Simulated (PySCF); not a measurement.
## Two-component Hartree-Fock for Xe⁺ (xenon, charge +1)

Start: [Kr] 4d10 5s2 5p4 5d1; 5p1/2 filled at m_j = +1/2; 5p3/2 filled at m_j = -1/2, +1/2, +3/2; 5d5/2 filled at m_j = +5/2. Calculated with PySCF 2.14 in x2c-TZVPall-2c with one added diffuse shell each of s, p, d, f type (9s10p6d3f, 90 functions): generalised Hartree-Fock with the X2C-1e Hamiltonian and a Gaussian nucleus; one run each with spin-orbit coupling (SO) switched off, then screened by Boettger's factors. This is a chosen level, not necessarily the ground level.

| spinor shell | electrons | ε, spin-free (eV) | ε, screened SO (eV) | weight of nominal j (screened SO) | rms radius, screened SO (bohr) |
| --- | --- | --- | --- | --- | --- |
| 1s1/2 | 2 | -34741.5 | -34737.2 | 1.000 | 0.0305 |
| 2s1/2 | 2 | -5520.4 | -5519.0 | 1.000 | 0.124 |
| 2p1/2 | 2 | -4947.8 | -5173.7 | 1.000 | 0.107 |
| 2p3/2 | 4 | -4947.8 | -4846.2 | 1.000 | 0.112 |
| 3s1/2 | 2 | -1183.6 | -1183.1 | 1.000 | 0.326 |
| 3p1/2 | 2 | -994.31 | -1038.4 | 1.000 | 0.318 |
| 3p3/2 | 4 | -994.31 | -974.19 | 1.000 | 0.330 |
| 3d3/2 | 4 | -713.99 | -721.64 | 1.000 | 0.302 |
| 3d5/2 | 6 | -713.99 | -708.35 | 1.000 | 0.305 |
| 4s1/2 | 2 | -242.91 | -242.68 | 1.000 | 0.762 |
| 4p1/2 | 2 | -180.30 | -189.15 | 1.000 | 0.796 |
| 4p3/2 | 4 | -180.30 | -176.06 | 1.000 | 0.825 |
| 4d3/2 | 4 | -86.133 | -87.272 | 0.994 | 0.937 |
| 4d5/2 | 6 | -86.133 | -85.080 | 0.996 | 0.946 |
| 5s1/2 | 2 | -38.323 | -38.282 | 0.999 | 1.94 |
| 5p3/2 | 3 | -24.492 | -25.318 | 0.529 | 2.29 |
| 5p1/2 | 1 | -24.492 | -22.634 | 0.516 | 2.28 |
| 5d5/2 | 1 | -8.104 | -8.077 | 1.000 | 4.20 |

```json
{"quantity": "E (hartree)", "spin-free": "-7441.46625", "screened SO": "-7443.90111"}
{"quantity": "M_J", "spin-free": "9/2", "screened SO": "9/2"}
{"quantity": "⟨J²⟩", "spin-free": "24.764", "screened SO": "24.775"}
{"quantity": "⟨L²⟩", "spin-free": "12.013", "screened SO": "12.954"}
{"quantity": "⟨S²⟩", "spin-free": "3.752", "screened SO": "3.440"}
```

Each row is a mean over spinors that exchange with the open shell spreads, by up to 5.172 eV (5s1/2).

Rows whose weight is well below 1 are mixtures of j = l ± 1/2: exchange outweighs spin-orbit coupling there, and the label is only the starting occupation.

Breit and QED terms are absent; they matter most for the inner s and p1/2 levels.

Densities and radii are taken from the X2C orbitals without a picture-change correction, which distorts them close to the nucleus.

Without spin-orbit coupling the j labels of p, d and f shells carry no meaning; the spin-free column gives the mean over the occupied spinors of each nl shell.
